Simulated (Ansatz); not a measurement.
`CC(C)(C)C#CC#CC#CC#CC#CC#CC#CC#CC#CC(C)(C)C`. Total charge 0; singlet. Geometry PBE-D4/def2-SVP.

Cartesian coordinates in Å:
```
C -9.943 -4.979 -6.818
C -10.234 -3.642 -6.091
C -10.621 -2.555 -7.123
C -11.385 -3.837 -5.073
C -9.030 -3.215 -5.375
C -8.011 -2.850 -4.768
C -6.903 -2.456 -4.108
C -5.872 -2.092 -3.491
C -4.776 -1.703 -2.839
C -3.738 -1.334 -2.226
C -2.646 -0.947 -1.577
C -1.608 -0.579 -0.956
C -0.519 -0.191 -0.307
C 0.521 0.180 0.310
C 1.611 0.569 0.958
C 2.648 0.941 1.577
C 3.739 1.329 2.227
C 4.775 1.696 2.846
C 5.871 2.087 3.497
C 6.903 2.459 4.107
C 8.011 2.855 4.765
C 9.030 3.216 5.375
C 10.233 3.645 6.090
C 10.281 2.940 7.469
C 11.481 3.258 5.257
C 10.186 5.181 6.285
H -9.658 -5.770 -6.097
H -10.849 -5.313 -7.363
H -9.118 -4.863 -7.548
H -9.808 -2.396 -7.858
H -11.533 -2.868 -7.673
H -10.830 -1.588 -6.623
H -12.304 -4.160 -5.604
H -11.126 -4.609 -4.322
H -11.605 -2.893 -4.537
H 9.395 3.200 8.079
H 11.191 3.257 8.019
H 10.310 1.839 7.351
H 12.400 3.579 5.789
H 11.463 3.748 4.264
H 11.531 2.162 5.102
H 9.297 5.479 6.875
H 11.094 5.517 6.826
H 10.147 5.704 5.310
```

Single mean-field runs in def2-TZVP are fitted with def2-universal-jkfit. The restricted singlet is unstable towards broken spin symmetry in Hartree–Fock (as tested in another run); at HF/STO-3G, HF/6-31G this wasn't settled.

Problem. Estimate the orbital energies around the gap (eV) in Ansatz with HF/STO-3G, HF/6-31G, LDA (SPW92)/def2-TZVP, PBE-D4/def2-TZVP, PBE0-D4/def2-TZVP.

Solution. 
| orbital | HF/STO-3G | HF/6-31G | LDA (SPW92)/def2-TZVP | PBE-D4/def2-TZVP | PBE0-D4/def2-TZVP |
| --- | --- | --- | --- | --- | --- |
| HOMO−9 | -10.45 | -12.20 | -8.39 | -8.18 | -9.49 |
| HOMO−8 | -10.45 | -12.20 | -8.39 | -8.18 | -9.49 |
| HOMO−7 | -9.31 | -11.15 | -7.79 | -7.57 | -8.77 |
| HOMO−6 | -9.31 | -11.15 | -7.79 | -7.57 | -8.77 |
| HOMO−5 | -7.99 | -9.94 | -7.08 | -6.86 | -7.92 |
| HOMO−4 | -7.99 | -9.94 | -7.08 | -6.86 | -7.92 |
| HOMO−3 | -6.55 | -8.63 | -6.29 | -6.07 | -6.97 |
| HOMO−2 | -6.55 | -8.63 | -6.29 | -6.07 | -6.97 |
| HOMO−1 | -5.21 | -7.41 | -5.47 | -5.25 | -5.99 |
| HOMO | -5.21 | -7.41 | -5.47 | -5.25 | -5.99 |
| LUMO | 2.88 | -0.11 | -4.03 | -3.79 | -3.37 |
| LUMO+1 | 2.88 | -0.11 | -4.03 | -3.79 | -3.37 |
| LUMO+2 | 4.82 | 1.57 | -2.93 | -2.68 | -2.05 |
| LUMO+3 | 4.82 | 1.57 | -2.93 | -2.68 | -2.05 |
| LUMO+4 | 6.92 | 3.39 | -1.74 | -1.49 | -0.67 |
| LUMO+5 | 6.92 | 3.39 | -1.74 | -1.49 | -0.67 |
